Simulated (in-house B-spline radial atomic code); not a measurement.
Ionising Cr⁷⁺ with different functionals

Computed with an all-electron radial atomic-structure program (B-spline basis): non-relativistic Hamiltonian, point nucleus, spin-polarised at highest spin, spherical fractional occupations for the functionals, and exact exchange of hybrids averaged over the configuration. The ionisation energy is the difference of two self-consistent energies, [Ne] 3s2 3p5 → [Ne] 3s2 3p4, without Breit or QED terms; ε is the level of the shell that loses the electron (its least bound occupied spin orbital).

```json
{"method": "PBE0", "rung": "global hybrid", "ΔSCF (eV)": "184.43", "-ε(3p) (eV)": "175.55"}
{"method": "B3LYP", "rung": "global hybrid", "ΔSCF (eV)": "184.50", "-ε(3p) (eV)": "174.93"}
{"method": "TPSSh", "rung": "global hybrid", "ΔSCF (eV)": "184.54", "-ε(3p) (eV)": "173.78"}
{"method": "M06-2X", "rung": "global hybrid", "ΔSCF (eV)": "184.40", "-ε(3p) (eV)": "179.00"}
{"method": "BHandHLYP", "rung": "global hybrid", "ΔSCF (eV)": "?", "-ε(3p) (eV)": "?"}
{"method": "r2SCAN0", "rung": "global hybrid", "ΔSCF (eV)": "184.52", "-ε(3p) (eV)": "175.88"}
{"method": "B97-1", "rung": "global hybrid", "ΔSCF (eV)": "184.48", "-ε(3p) (eV)": "175.04"}
{"method": "HSE06", "rung": "range-separated hybrid", "ΔSCF (eV)": "184.41", "-ε(3p) (eV)": "175.10"}
{"method": "wB97X", "rung": "range-separated hybrid", "ΔSCF (eV)": "?", "-ε(3p) (eV)": "?"}
{"method": "CAM-B3LYP", "rung": "range-separated hybrid", "ΔSCF (eV)": "184.42", "-ε(3p) (eV)": "176.93"}
{"method": "LC-wPBE", "rung": "range-separated hybrid", "ΔSCF (eV)": "184.59", "-ε(3p) (eV)": "178.07"}
```

Task: What does BHandHLYP give?

Result: ΔSCF 184.20 eV, and -ε(3p) = 178.57 eV.

Task: What does wB97X give?

Result: ΔSCF 184.42 eV, and -ε(3p) = 178.01 eV.

Task: Among the functionals, which spreads more, the ΔSCF values or the orbital energies?

Result: The orbital energies: ΔSCF values span about 0.39 eV and the orbital energies 5.22 eV; here energy differences depend much less on the functional than eigenvalues do.

Task: How do they compare with the NIST value?

Result: NIST lists 184.8 eV ± 0.15 (semi-empirical, ground level to ground level). Errors run from -0.56 to -0.17 eV; LC-wPBE is closest (-0.17 eV), though others lie within the uncertainty of it, and part of that can be cancellation, since the calculations leave out relativity, Breit-QED terms, multiplet and fine-structure energies.
